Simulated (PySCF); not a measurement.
Si(H)2(Cl)(Et), C2H7ClSi, SMILES Cl[SiH2]CC, B3LYP/def2-SVP optimised geometry. Atoms within 1.6 Å of the plane z = 1.2 Å (x, y, z in Å): Si1 (0.56, 0.07, 0.00), Cl2 (-0.08, -0.82, 1.78), H5 (0.06, 1.48, 0.00), H6 (2.05, 0.07, 0.00).

Calculation: B3LYP/def2-TZVP (PySCF).

Map of the HOMO amplitude (bohr^(-3/2)) on the plane z = 1.2 Å; orbital energy -8.24 eV, overall sign arbitrary:

```
|%%%%%%%%%%%%%%%%%%%%%%%%%%%%%%%|
|%%%%%%%%%%%%%%%%%%%%%%%%%%%%%%%|
|%%%%%%%%%%%%%%%%%%%%%%%%%%%%%%%|
|%%%%%%%%%%%%%%%%%%%%%%%%%%%%%%%|
|%%%%%%%%%%%%%%%%%%%%%%%%%%%%%%%|
|%%%%%%%%%%%%%%%%%%%%%%%%%%%%%%%|
|%%%%%%%%%%%%%%%%%%%%%%%%%%%%%%%|
|%%%%%%%%%%%%%%%%%%%%%%%%%%%%%%%|
|%%%%%%%%%%%%%%#####%%%%%%%%%%%%|
|%%%%%%%%%%%%%%######%%%%%%%%%%%|
|%%%%%%%%%%%%%%#######%%%%%%%%%%|
|%%%%%%%%%%%%%%%########%%%%%%%%|
|%%%%%%%%%%%%%%%%%%######%%%%%%%|
|%%%%%%%%%%%%%%%%%%%#####%%%%%%%|
|%%%%%%%%%%%%%%@@@@%%#####%%%%%%|
|%%%%%%%%%%%%%%@@@@@%%###%%%%%%%|
|%%%%%%%%%######%@@@%%%##%%%%%%%|
|%%%%%%%%###*+==+#%%%%%%%%%%%%%%|
|%%%%%%%%###*=: :=#%%%%%%%%%%%%%|
|%%%%%%%%##*+=.  -*#%%%%%%%%%%%%|
|%%%%%%%%###*=-.:=*##%%%%%%%%%%%|
|%%%%%%%%###*+===+*##%%%%%%%%%%%|
|%%%%%%%%%###**+**###%%%%%%%%%%%|
|%%%%%%%%%#####*####%%%%%%%%%%%%|
|%%%%%%%%%%########%%%%%%%%%%%%%|
|%%%%%%%%%%%%####%%%%%%%%%%%%%%%|
|%%%%%%%%%%%%%%%%%%%%%%%%%%%%%%%|
|%%%%%%%%%%%%%%%%%%%%%%%%%%%%%%%|
|%%%%%%%%%%%%%%%%%%%%%%%%%%%%%%%|
|%%%%%%%%%%%%%%%%%%%%%%%%%%%%%%%|
|%%%%%%%%%%%%%%%%%%%%%%%%%%%%%%%|
```
Scale: ten equal steps from -0.164 (start of ' ') to 0.031 (end of '@'), in the order ' .:-=+*#%@'; x runs from -4.50 to 4.50, y from -4.50 (bottom) to 4.50 (top).
